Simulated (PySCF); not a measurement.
# Stretching TlN

Set-up: basis Tl def2-SVPD with ECP60, N def2-SVPD; scalar-relativistic core potentials; PySCF 2.14. Energies in eV from Tl + N in their ground configurations at the same level. State: ³Σ⁻ (triplet), unpaired electrons π ↑↑.

| R (Å) | PW91 | PBE | LC-ωPBE |
| --- | --- | --- | --- |
| 2.000 | -1.336 | -1.304 | -1.046 |
| 2.093 | -1.727 | -1.698 | -1.380 |
| 2.186 | -1.951 | -1.924 | -1.549 |
| 2.256 | -2.038 | -2.013 | -1.595 |
| 2.326 | -2.073 | -2.049 | -1.591 |
| 2.396 | -2.067 | -2.045 | -1.547 |
| 2.489 | -2.013 | -1.993 | -1.447 |
| 2.605 | -1.897 | -1.880 | -1.278 |
| 2.745 | -1.719 | -1.704 | -1.049 |
| 2.931 | -1.460 | -1.448 | -0.765 |

Task: Put a parabola through the three lowest points of the PW91 curve and estimate Re, k and ωe (reduced mass 13.11 u; 1 eV/Å² = 0.16022 mdyn/Å; ωe = 1302.8·√(k/μ) cm⁻¹).

Result: Through R = 2.256, 2.326, 2.396 Å the second-order coefficient is 4.18 eV/Å², so Re ≈ 2.351 Å, k ≈ 1.34 mdyn/Å and ωe ≈ 417 cm⁻¹. A polynomial fit of higher order to the unrounded PW91 energies gives Re = 2.349 Å, k = 1.20 mdyn/Å, ωe = 395 cm⁻¹; anharmonicity and rounding make the difference.

The higher-order fit for each curve: PW91: Re = 2.349 Å, ωe = 395 cm⁻¹, De = 2.07 eV; PBE: Re = 2.352 Å, ωe = 393 cm⁻¹, De = 2.05 eV; LC-ωPBE: Re = 2.283 Å, ωe = 441 cm⁻¹, De = 1.60 eV.

⟨S²⟩ of the unrestricted solution departs from its pure value on part of the curve, where spin states mix. These are scalar-relativistic numbers at best; spin–orbit coupling would shift them, the dissociation energy most. The state was picked by a PBE0 search and need not be the measured ground state.
